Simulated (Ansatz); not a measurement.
Species: CBr$_{2}$Cl$_{2}$, charge 0, singlet. CBr2Cl2 (dibromo(dichloro)methane, SMILES C(Cl)(Cl)(Br)Br).
B3LYP-D3(BJ)/def2-TZVP minimum from Ansatz (a quantum-chemistry and plane-wave program):
```xyz
5

Cl    -0.5909    -1.7309    -0.8897
C     -0.1952    -0.3368     0.1278
Cl    -0.7682    -0.6150     1.7801
Br    -1.0560     1.2695    -0.6008
Br     1.7496    -0.0723     0.1464
```

Total energies in hartree (Ansatz). Radicals and triplets start from unrestricted determinants; spin-orbit coupling is neglected. Cores are frozen in correlated methods (noble-gas shells, and filled d and f shells in the p block). No relativity. Spin-orbit terms, left out, reach several kcal/mol for Br and I, and more for heavier atoms.

```tsv
species	HF/def2-TZVPP	CCSD(T)/def2-TZVPP	HF/def2-QZVPP	CCSD(T)/def2-QZVPP	CCSD(T)/def2-SVP	CCSDT(Q)/def2-SVP
1: CBr2Cl2 (dibromo(dichloro)methane, SMILES ClC(Br)(Br)Cl)	-6101.68811	-6102.65799	-6101.81386	-6102.87048	-6101.40554	-6101.40794
2: Cl (doublet)	-459.47685	-459.66464	-459.48954	-459.69535	-459.44599	-459.44629
3: C (triplet)	-37.69248	-37.78103	-37.69363	-37.78651	-37.71541	-37.71574
4: Br (doublet)	-2572.39810	-2572.55635	-2572.44770	-2572.62201	-2572.19581	-2572.19614
```

**Question.** Work out the atomisation energy (electronic, to ground-state atoms) in kcal/mol: take Hartree-Fock from def2-QZVPP, extrapolate the CCSD(T) correlation energy as X^-3 (X = 3, 4), and add CCSDT(Q) - CCSD(T) in def2-SVP. 1 hartree = 627.51 kcal/mol.

**Answer.** 
Species 1: correlation (64·(-1.05662) - 27·(-0.96988))/37 = -1.11992; step -0.00240; E1 = -6101.81386 + (-1.11992) + (-0.00240) = -6102.93618
Species 2: correlation (64·(-0.20581) - 27·(-0.18779))/37 = -0.21896; step -0.00030; E2 = -459.48954 + (-0.21896) + (-0.00030) = -459.70880
Species 3: correlation (64·(-0.09288) - 27·(-0.08855))/37 = -0.09604; step -0.00033; E3 = -37.69363 + (-0.09604) + (-0.00033) = -37.79000
Species 4: correlation (64·(-0.17431) - 27·(-0.15825))/37 = -0.18603; step -0.00033; E4 = -2572.44770 + (-0.18603) + (-0.00033) = -2572.63406
-1·E1 +2·E2 +1·E3 +2·E4 = 0.46046 hartree = 288.9 kcal/mol.
